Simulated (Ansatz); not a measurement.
Isolated molecules relaxed with PBE0-D4/def2-TZVP in Ansatz; ΔE leaves out vibrations. CBS: MP2 limit from def2 TZ/QZ plus the TZ coupled-cluster correction, frozen cores. This one scheme is used for every species. Each species was taken in one conformer, which may not be the lowest.

`[NH2][Al]([F])[Cl]` + NH₃ → `[NH2][Al]([NH2])[Cl]` + H–F  (ligand exchange at the Al–F bond)

```json
{"species": "`[NH2][Al]([F])[Cl]`", "CCSD(T)/def2-SVP energy (Eh)": "-856.90460"}
{"species": "NH₃", "CCSD(T)/def2-SVP energy (Eh)": "-56.35487"}
{"species": "`[NH2][Al]([NH2])[Cl]`", "CCSD(T)/def2-SVP energy (Eh)": "-813.08066"}
{"species": "H–F", "CCSD(T)/def2-SVP energy (Eh)": "-100.13914"}
```

Problem. Work out ΔE.

Solution. ΔE = (-813.08066) + (-100.13914) − (-856.90460) − (-56.35487) = 0.03967 Eh = +104.2 kJ/mol. CCSD(T)/CBS gives +93.2 kJ/mol.

Problem. What do rigid-rotor, harmonic-oscillator terms from PBE0-D4/def2-TZVP frequencies (298.15 K, 1 bar) make of the CCSD(T)/CBS value? (Best estimate.)

Solution. Ansatz gave: ΔZPE = -5.8 kJ/mol, ΔH = +89.0 kJ/mol, ΔS = -8 J/(mol·K), ΔG = +91.5 kJ/mol.

Largest T1 diagnostic among the species: 0.010.

In def2-TZVPP, CCSD(T) changes the Hartree–Fock value by −9.0 kJ/mol (the triples alone add −1.2 kJ/mol) and MP2 by −10.2 kJ/mol. Leaving LDA and LC-ωPBE aside and taking each functional with its dispersion term where it has one, the values, not all of them listed here, spread over 11.7 kJ/mol, from HSE06-D4 to B97M-V. LDA lies −8.2 kJ/mol from PBE without D4. The D4 term adds −4.7 kJ/mol with B3LYP and −2.6 kJ/mol with PBE0; it sums over pairs of atoms, weighted by their polarisabilities, and B3LYP, whose exchange is more repulsive, gets the larger term.

B3LYP here is the variant with VWN-RPA as its local correlation; programs differ in this.
